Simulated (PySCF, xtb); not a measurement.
Ta(S)(F)(OH)2 (FH2O2STa), SMILES [S]=[Ta]([F])([OH])[OH], multiplicity 1.

GFN2-xTB (xtb) at its own geometry gives an orbital gap of 2.04 eV and a dipole moment of 6.95 D.

Coordinates come from a B3LYP-D3(BJ)/def2-SVP optimisation. The multiplicity is an assumed one; no other spin state was optimised. The structure was generated by enumeration; whether it is a known compound was not checked. The def2 effective core potentials stand for the cores of Ta; spin–orbit coupling is left out. The values are those of a single conformer.

Question: What does r2SCAN/def2-TZVP (PySCF) give? (An estimate is asked for; the answer gives what the named calculation found.)

Answer: gap 4.62 eV (levels -6.80 and -2.18 eV), dipole 2.67 D.
